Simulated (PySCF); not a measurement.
This script is equivalent to a calculation on Be⁺ (beryllium, charge +1).

```python
from pyscf import gto, scf, dft, mp, cc
import basis_set_exchange as bse
mol = gto.M(atom="Be 0 0 0", charge=1, spin=1, symmetry="D2h",
            basis=gto.basis.parse(bse.get_basis("ANO-RCC-VTZP", elements=["Be"], fmt="nwchem")),
            nucmod="G")
mf = dft.UKS(mol, xc="LDA,VWN").sfx2c1e()
mf.irrep_nelec = {'Ag': (2, 1)}
mf.kernel()
```

Problem. What total energy does it give?

Solution. -14.117 hartree (calculated).

Problem. Which occupied shell lies highest, and where?

Solution. 2s α, at -14.290 eV.

Problem. What is ⟨S²⟩, and what would a pure spin state give?

Solution. 0.750, against 0.75.
